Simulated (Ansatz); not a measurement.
Compare A (`O[SiH](F)[O][GeH3]`) with its isomer B (`[OH][Ge]([OH])([F])[SiH3]`).

Program: Ansatz. Geometries: PBE0-D4/def2-TZVP. ΔE: electronic, gas phase. CCSD(T)/CBS is the MP2 limit (def2-TZVPP, def2-QZVPP) plus CCSD(T) − MP2 in def2-TZVPP, frozen cores. DFT in def2-TZVPP. For Ge outer-core shells are correlated without core-valence functions, which leaves a few kJ/mol of doubt a bond. Scalar relativity is left out up to krypton. Each species was taken in one conformer, which may not be the lowest.

Question: Which is lower in electronic energy at CCSD(T)/CBS, and by how much? (Best estimate.)

Answer: Computed: A, by 57.4 kcal/mol.

Question: Give E(B) − E(A) in kcal/mol with CCSD/def2-TZVPP, ωB97M-V, BLYP-D4, LDA (SPW92), HF/def2-TZVPP, PBE0-D4, B2PLYP. (Best estimate.)

Answer: Computed: CCSD/def2-TZVPP 57.9, ωB97M-V 57.2, BLYP-D4 52.3, LDA (SPW92) 53.1, HF/def2-TZVPP 63.7, PBE0-D4 52.7, B2PLYP 56.8. None reverses the order clearly.

Question: Does the order hold for the free energy at 298.15 K (harmonic terms from PBE0-D4)? (Best estimate.)

Answer: Ansatz gave: Yes: G(B) − G(A) = +57.8 kcal/mol, for one conformer each. Modes under 60 cm⁻¹, often nearly free rotors, make the harmonic entropy too high.

Largest T1 diagnostic: 0.013.

From PBE to PBE0 (25 % exact exchange), in def2-TZVPP and without D4, E(B) − E(A) moves by +4.3 kcal/mol. In def2-TZVPP, CCSD(T) changes the Hartree–Fock value by −7.1 kcal/mol (the triples alone add −1.4 kcal/mol) and MP2 by −5.8 kcal/mol.
